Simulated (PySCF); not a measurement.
C₃H₉B, SMILES CB(C)C (connectivity only; charge and spin as stated), charge +1, multiplicity 2.

The structure is a stationary point at PBE0-D3(BJ)/def2-SVP. The spin state was assumed, not searched. The isomer is the one that the SMILES or the coordinates give; other isomers of the formula were not compared.

The numbers are results of PySCF with M06-2X/def2-TZVP, not measurements.

Gas-phase values at a fixed geometry.

**Question.** Estimate the frontier levels, dipole moment and polarisability. (Estimate from the structure and the level; the computed values follow.)

**Answer.** 
- α spin, highest occupied and lowest empty level = -15.15 and -5.44 eV
- β spin, highest occupied and lowest empty level = -16.80 and -9.95 eV
- dipole moment about the centre of nuclear charge = 0.209 e·Å
- mean static polarisability = 52.5 bohr³ (7.78 Å³)
- polarisability, principal values = 38.9, 52.8, 65.7 bohr³
- ⟨S²⟩ = 0.753 (pure state 0.75)
